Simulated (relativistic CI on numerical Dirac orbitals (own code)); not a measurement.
# Sensitivity of the levels of Nb XIX to α and to the nuclear radius

Computed by Dirac-Coulomb-Breit CI, orbitals from a KLI potential per configuration, derivatives by finite differences, unscaled Slater integrals, QED left out (own radial code, finite nucleus).

Configurations in the expansion (outside the closed core [Ne]): 3s2.3p6.3d5, 3s2.3p5.3d6, 3s2.3p4.3d7, 3s.3p6.3d6, 3p6.3d7, 3s.3p5.3d7, 3s2.3p6.3d4.4s, 3s2.3p6.3d3.4s2. Levels of other configurations are missing.

With x = (α/α₀)² − 1 an excitation energy changes as ω = ω₀ + qx; K = 2q/ω₀ is the relative enhancement. Terms are leading LS components, so labels can repeat. The field-shift factor is F = δν/δ⟨r²⟩ for the transition from the lowest level.

Lowest level 3s2.3p6.3d5 6S_5/2.

| Level | ω₀ (cm⁻¹) | q (cm⁻¹) | K | F (GHz/fm²) |
| --- | --- | --- | --- | --- |
| 3s2.3p6.3d5 4G_5/2 | 88893.1 | -24820 | -0.558 | -0.0316 |
| 3s2.3p6.3d5 4G_7/2 | 99317.6 | -4344 | -0.0875 | 0.095 |
| 3s2.3p6.3d5 4G_11/2 | 100432.8 | -852.9 | -0.017 | 0.12 |
| 3s2.3p6.3d5 4G_5/2 | 100759.6 | -1167 | -0.0232 | 0.0956 |
| 3s2.3p6.3d5 4P_3/2 | 101055.8 | -7725 | -0.153 | 0.0468 |
| 3s2.3p6.3d5 4G_9/2 | 102730.8 | 3074 | 0.0598 | 0.139 |
| 3s2.3p6.3d5 4P_1/2 | 107348.8 | 629.2 | 0.0117 | 0.0939 |
| 3s2.3p6.3d5 4D_7/2 | 120775.3 | 5046 | 0.0836 | 0.13 |
| 3s2.3p6.3d5 4D_5/2 | 128138.5 | 6441 | 0.101 | 0.147 |
| 3s2.3p6.3d5 4D_1/2 | 129907.8 | 16340 | 0.252 | 0.187 |
| 3s2.3p6.3d5 4D_3/2 | 132382.0 | 17900 | 0.27 | 0.202 |
| 3s2.3p6.3d5 2I_11/2 | 144296.5 | -1494 | -0.0207 | 0.194 |
| 3s2.3p6.3d5 2F_5/2 | 150087.4 | 15930 | 0.212 | 0.22 |

At this charge energies of transitions that change n are usually good to better than 1 %, and those within a shell (Δn = 0) to a few per cent. Terms inside the open d or f shell come out 10 to 20 % too wide with unscaled integrals.
